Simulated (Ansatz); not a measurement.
Two structures of CHFMgSi

Structure a is a singlet given by its coordinates and structure b is `F[Si]1=[CH][Mg]1`, a singlet. Both are isolated molecules in the gas phase, relaxed with PBE0-D3(BJ)/def2-SVP.

a (Å):

```xyz
5

C    -0.3223    1.9995   -1.1659
F    -0.3004    5.5186    0.2225
Mg   -0.3299    3.8816   -0.4280
Si   -1.3995    0.9493   -1.8425
H    -1.6248   -0.4007   -2.4281
```

Close contacts (Å): C1–Mg3 2.02, C1–Si4 1.65, F2–Mg3 1.76, Si4–H5 1.49.

b (Å):

```yaml
atoms:
  - { symbol: C, position_ang: [-0.9726, 3.0162, -1.6260] }
  - { symbol: F, position_ang: [-1.6425, 0.7375, 0.1915] }
  - { symbol: Mg, position_ang: [1.0573, 3.0740, -1.7165] }
  - { symbol: Si, position_ang: [-0.5362, 1.6727, -0.5728] }
  - { symbol: H, position_ang: [-1.9226, 3.4598, -1.9564] }
```

Energies in hartree; the thermal terms are from PBE0-D3(BJ)/def2-SVP harmonic frequencies (ideal gas, rigid rotor, one conformer each, 298.15 K, 1 atm) and include the zero-point energy:

```
                                a           b
E, CCSD(T)/def2-TZVPP  −627.191329  −627.208535
    zero-point energy     0.013024     0.017501
         H(298 K) − E     0.020060     0.023389
         G(298 K) − E    −0.016968    −0.010966
```

Problem. Work out ΔE, ΔE₀, ΔH and ΔG for a → b in kcal/mol (1 Eh = 627.51 kcal/mol) and the equilibrium ratio [b]/[a].

Solution. 1. ΔE = −627.208535 − (−627.191329) = −0.017206 Eh = −10.80 kcal/mol.
2. ΔE₀ = ΔE + ΔZPE = −0.017206 + (+0.004477) Eh = −7.99 kcal/mol.
3. ΔH = ΔE + (+0.003329) Eh = −8.71 kcal/mol.
4. ΔG = ΔE + (+0.006002) Eh = −7.03 kcal/mol, so ΔS = (ΔH − ΔG)/T = −23.5 J/(mol K).
5. kT = 0.9442 mEh, so K = [b]/[a] = exp(−ΔG/kT) = exp(+11.87) ≈ 1.4 × 10^5.

Structure b is favoured at this temperature. An error of 1 kcal/mol in ΔG would change K by a factor of 5.4. Large T1 diagnostics make the coupled-cluster value less sure. Mirror images and further conformers aren't counted.

Other levels gave ΔE = −11.5 (PBE0-D3(BJ)/def2-SVP); −11.4 (HF/def2-TZVPP); −11.8 (MP2/def2-TZVPP) kcal/mol. The correlated steps freeze 8 core orbitals; the last core shell of Mg is correlated, in a basis made for valence electrons. Programs: Ansatz 0.2.0.
